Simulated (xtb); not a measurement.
In(NH2)3 (H6InN3), SMILES [NH2][In]([NH2])[NH2]. All values are semi-empirical tight-binding results from xtb (GFN2-xTB unless named), good for trends rather than for accurate numbers. Geometry optimised at GFN2-xTB. The structure was generated by enumeration; whether it is a known compound was not checked. The values are those of a single conformer.

For metal compounds this method's bond lengths and energies can be far off.

Computed properties:
| Quantity | Result |
|---|---|
| point group as xtb finds it | Cs |
| orbital gap | 3.02 eV |
| zero-point energy | 43.5 kcal/mol |
| G − E(el) at 298.15 K (modified RRHO) | 22.7 kcal/mol |
